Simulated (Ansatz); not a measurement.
Basis-set extrapolation for CH3AlF2O, SMILES `C[O][Al]([F])[F]` (PBE0-D4/def2-TZVP geometry, frozen core, the Gaussian-basis code of Ansatz). Multiplicity 1, RHF reference.

```json
{"": "HF", "def2-TZVPP": "-555.629651", "def2-QZVPP": "-555.653231"}
{"": "MP2 correlation", "def2-TZVPP": "-0.982788", "def2-QZVPP": "-1.068579"}
{"": "CCSD(T) correlation", "def2-TZVPP": "-1.027576", "def2-QZVPP": "not run"}
```

Energies in hartree. Use E(X) = E(∞) + A·exp(−7.88·√X) for Hartree–Fock and E(X) = E(∞) + B·X^(−2.97) for correlation, with X = 3 and 4, and add CCSD(T) minus MP2 of the smaller set to the MP2 limit.

Problem. What is the CCSD(T) energy at the basis-set limit?

Solution. HF limit: -555.653231 + (-0.023580) × 0.13774 = -555.65648. MP2 limit: -1.068579 + (-0.085791) × 0.74074 = -1.13213. Higher-order term: -1.027576 − (-0.982788) = -0.04479. Total: -556.83340 hartree, 462.5 kJ/mol below CCSD(T)/def2-TZVPP.
